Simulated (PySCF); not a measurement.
Bonds (- single, = double, # triple, : aromatic): N1-B2 1.394 Å, B2-F3 1.330 Å, B2-F4 1.330 Å. N1 carries H5, H6.

Geometry: PBE0-D3(BJ)/def2-SVP; GIAO absolute shieldings from PySCF 2.14, gas phase, non-relativistic, averaged over equivalent atoms.

At PBE0/pcSseg-1 (78 basis functions, 3.7 s wall time on 1 thread of an Arm Neoverse V1, shared host):
| atoms | σ (ppm) |
| --- | --- |
| N1 | 214.3 |
| B2 | 82.4 |
| F3/F4 | 308.9 |
| H5/H6 | 29.09 |

**Question.** Estimate the result of repeating the calculation with B3LYP/pcSseg-2.

**Answer.** 
| atoms | σ at B3LYP/pcSseg-2 | change |
| --- | --- | --- |
| N1 | 210.4 | -3.9 |
| B2 | 79.0 | -3.4 |
| F3/F4 | 312.0 | +3.1 |
| H5/H6 | 29.10 | +0.01 |

The largest change is at N1 (nitrogen bonded to B, 2 H). Cost: 172 basis functions, 8 s wall time on 1 thread of an Arm Neoverse V1, shared host.
